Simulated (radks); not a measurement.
The numbers below are computed, except where a source is named.
Br4+, configuration [Ar] 3d10 4s2 4p1. Code: a radial shooting solver on a logarithmic mesh with Libxc functionals. Model: scalar-relativistic Kohn-Sham, PBEsol, spin-polarised, spherical densities, finite nucleus; open shells are filled with parallel spins first; Fermi nuclear charge, rms radius 4.1629 fm. Some entries of the table are withheld. Estimate them.

orbital,occ.,eigenvalue (eV),<1/r> (bohr^-1),<r^2> (bohr^2)
1s up,1,-13363.42,35.64,0.002463
1s down,1,-13363.32,35.64,0.002463
2s up,1,-1786.499,7.893,0.04240
2s down,1,-1786.445,7.893,0.04240
2p up,3,-1582.696,7.727,0.03352
2p down,3,-1582.606,7.727,0.03352
3s up,1,-291.7102,2.594,0.3496
3s down,1,-291.5869,2.595,0.3494
3p up,3,-227.3168,2.443,0.3719
3p down,3,-227.1732,2.444,0.3714
3d up,5,-120.6357,2.162,0.4244
3d down,5,-120.4404,2.165,0.4217
4s up,1,-68.0470,0.8848,2.554
4s down,1,-66.5198,0.8887,2.549
4p up,1,-53.0253,0.7805,3.217
4p down,0,-51.4582,0.7807,3.238
4d up,0,-31.9159,(1),(2)
4d down,0,-30.5630,(3),(4)
5s up,0,-27.5885,0.4187,11.41

Answer. 
(1) 4d up <1/r> (bohr^-1): 0.5889
(2) 4d up <r^2> (bohr^2): 5.579
(3) 4d down <1/r> (bohr^-1): 0.5788
(4) 4d down <r^2> (bohr^2): 5.767
